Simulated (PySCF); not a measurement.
# Levels of Ni²⁵⁺ from EOM-EA-GCCSD

Reference: closed-shell Ni²⁶⁺, 1s2; one electron is added. Calculated with PySCF 2.14, two-component X2C-1e with screened spin-orbit coupling, an even-tempered Gaussian basis (17 s from 3.5 bohr⁻², ratio 2.6; 11 p from 4.5 bohr⁻², ratio 2.6; 6 d from 4.6 bohr⁻², ratio 2.8; 3 f from 210 bohr⁻², ratio 2.8); frozen nothing; the 34 highest virtual spinors dropped; of the others 52 kept and the rest restored at second order. No Breit or QED terms. Binding energies in eV.

```csv
level,Koopmans,second order,EOM-CCSD
2s1/2,2399.9,2400.0,2400.0
2p1/2,2347.4,2347.8,2347.8
2p3/2,2324.2,2324.5,2324.5
```

Electric-dipole lines between these computed levels:

| lower | upper | ΔE (eV) | vacuum wavelength (nm) |
| --- | --- | --- | --- |
| 2s1/2 | 2p1/2 | 52.256 | 23.73 |
| 2s1/2 | 2p3/2 | 75.511 | 16.42 |

For comparison, the ionisation energy of Ni²⁵⁺ is 2399.3 eV (theoretical estimate listed by NIST; NIST Atomic Spectra Database, ionization energies).

Only part of the computed levels is shown.
